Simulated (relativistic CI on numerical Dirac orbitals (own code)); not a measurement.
**Eu⁴⁺ (4f5) in a crystal field**

Calculated by Dirac-Coulomb-Breit CI, KLI orbitals optimised for each configuration, QED by a radiative potential, valence Slater integrals scaled by 0.8, one configuration in a parametric crystal field (own radial code).

Field parameters in Wybourne normalisation. The field is a parameter set, without covalency.

S is read from ⟨S²⟩ = S(S + 1).

Powder χT (cm³ K mol⁻¹) by Van Vleck's formula, with temperature-independent terms:

| Field | 2 K | 5 K | 10 K | 20 K | 50 K | 100 K | 200 K | 300 K |
| --- | --- | --- | --- | --- | --- | --- | --- | --- |
| D3h, B20 = 30, B40 = 310, B60 = 320, B66 = -280 cm⁻¹ | 0.033 | 0.0469 | 0.0686 | 0.0949 | 0.123 | 0.153 | 0.209 | 0.267 |
| D4h, B20 = 2180, B40 = -360, B44 = 550, B60 = -190, B64 = 1050 cm⁻¹ | 0.0419 | 0.0439 | 0.0472 | 0.0538 | 0.0738 | 0.108 | 0.18 | 0.252 |

For D3h, B20 = 30, B40 = 310, B60 = 320, B66 = -280 cm⁻¹: what effective moment follows at 300 K?

μ_eff = √(8χT) = 1.46 μB. The LS value g√(J(J + 1)) of the free ion's ⁶H°5/2 level is 0.85 μB.
